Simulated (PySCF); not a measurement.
Computed IR spectrum (relative IR intensity) of a molecule C₄H₆ClF. Geometry optimised at PBE-D3(BJ)/def2-SVP. One conformer was computed; it need not be the lowest. These are PySCF with PBE-D3(BJ)/def2-SVP values and carry that method's errors. Frequencies are harmonic and unscaled.

Lines under 2 % of the strongest are left out, and lines within 2 cm⁻¹ are merged.

| ν (cm⁻¹) | relative intensity |
|---|---|
| 646 | 9.1 |
| 787 | 7.9 |
| 874 | 4.6 |
| 883 | 12 |
| 916 | 26 |
| 1160 | 100 |
| 1193 | 4.2 |
| 1234 | 4.0 |
| 1271 | 16 |
| 1340 | 2.6 |
| 1379 | 4.6 |
| 1408 | 4.2 |
| 1711 | 34 |
| 2947 | 12 |
| 2985 | 2.8 |
| 3014 | 12 |
| 3082 | 3.6 |
| 3104 | 4.1 |
| 3127 | 2.3 |

Pick the molecule that these values belong to.
(A) FC1(Cl)CCC1
(B) F/C=C/CCCl
(C) C[C@]1(F)C[C@H]1Cl
(D) F[C@@H]1C[C@@H]1CCl

B, F/C=C/CCCl
